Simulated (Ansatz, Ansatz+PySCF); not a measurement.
```tsv
atom	x (Å)	y (Å)	z (Å)
N	0.0054	-0.0252	0.0521
O	-0.4904	0.9970	0.1035
O	3.2031	-0.0115	0.2698
H	3.5684	0.8326	0.3901
H	3.9349	-0.5688	0.1102
```

Basis set: def2-SVP (spherical functions). Frozen core: 3 orbitals. Charge 0, multiplicity 2.

Computed with Ansatz (development build ahead of 0.2.0); each method stands on the lowest determinant of its kind that the runs found.

Give the atomization energy at this shape (free ground-state atoms in the same class of orbitals less the molecule, no zero-point energy) of doublet H₂NO₂ by PBE0 (unrestricted), UHF-MP2, UHF.

| method | atomization energy |
| --- | --- |
| PBE0 (unrestricted) | 16.24 eV |
| UHF-MP2 | 15.56 eV |
| UHF | 8.96 eV |

Caution for PBE0 (unrestricted): charge can spread falsely over distant fragments.
